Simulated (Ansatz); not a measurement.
Two members of one family (Same ligands, another metal), computed with Ansatz in the gas phase; def2 core potentials for Nb, no spin–orbit coupling. The two geometries come from different levels. Binding counts from free atoms in the multiplicity of their measured ground term, without zero-point energy. Names give formal oxidation states. A dash marks a value that wasn't run or was left out as unsound. The structures are stationary points that may keep the symmetry of their start. Remarks come from the PBE and PBE0 runs and from stability tests at other levels; not every state was tested. HOMO above LUMO (over both spins in singlets and doublets, within one spin in higher multiplets; at PBE or PBE0), or a gap under 0.15 eV within one spin, warns that the state may not be the lowest or that an electron is smeared out.

First: V(NH)Cl3 (singlet, charge 0, PBE-D4/def2-SVP geometry).

| atom | x (Å) | y (Å) | z (Å) |
| --- | --- | --- | --- |
| V1 | 0.187 | 0.029 | 0.338 |
| N2 | -0.587 | -0.091 | -1.062 |
| H3 | -1.084 | -0.168 | -1.959 |
| Cl4 | -1.247 | 0.699 | 1.805 |
| Cl5 | 1.777 | 1.462 | 0.067 |
| Cl6 | 0.955 | -1.931 | 0.812 |

```csv
level,HOMO (eV),LUMO (eV),gap (eV),vertical IE (eV),vertical triplet (eV),binding per atom (eV)
r2SCAN-D4/def2-TZVP,-7.85,-4.75,3.10,10.50,2.62,–
B3LYP-D4/def2-TZVP,-8.60,-4.10,4.51,–,–,3.38
PBE0-D4/def2-TZVP,-8.89,-3.89,5.00,10.73,2.34,–
r2SCAN0-D4/def2-TZVP,-9.12,-3.92,5.20,–,–,3.20
HSE06-D4/def2-TZVP,-8.48,-4.27,4.22,–,–,–
```

Metal–donor distances: 1 × N 1.60 Å, 3 × Cl 2.16 Å. Remarks: restricted SCF unstable in HF, gap within one spin near zero at PBE or PBE0 (+1 doublet), HOMO above LUMO (+1 doublet), gap within one spin near zero at PBE or PBE0 (triplet).

Second: Nb(NH)Cl3 (singlet, charge 0, PBE0-D4/def2-SVP geometry).

```xyz
6

Nb   -0.308   -0.201    0.182
N     0.981    0.642   -0.581
H     1.743    1.141   -1.033
Cl   -2.232    0.398   -0.908
Cl   -0.325    0.458    2.377
Cl    0.140   -2.438   -0.037
```

Task: Estimate how these quantities change from the first to the second (second minus first).

Result: 
| level | Δ HOMO (eV) | Δ LUMO (eV) | Δ gap (eV) | Δ vertical IE (eV) | Δ vertical triplet (eV) | Δ binding per atom (eV) |
| --- | --- | --- | --- | --- | --- | --- |
| r2SCAN-D4/def2-TZVP | 0.03 | 1.20 | 1.17 | -0.09 | 1.26 | – |
| B3LYP-D4/def2-TZVP | 0.04 | 1.05 | 1.01 | – | – | 0.55 |
| PBE0-D4/def2-TZVP | 0.04 | 1.04 | 1.00 | -0.11 | 1.47 | – |
| r2SCAN0-D4/def2-TZVP | 0.05 | 1.09 | 1.05 | – | – | 0.55 |
| HSE06-D4/def2-TZVP | 0.04 | 1.04 | 1.00 | – | – | – |

Metal–donor distances: 1 × N 1.72 Å, 3 × Cl 2.29 Å. Remarks: gap within one spin near zero at PBE or PBE0 (+1 doublet), HOMO above LUMO (+1 doublet), gap within one spin near zero at PBE or PBE0 (triplet).
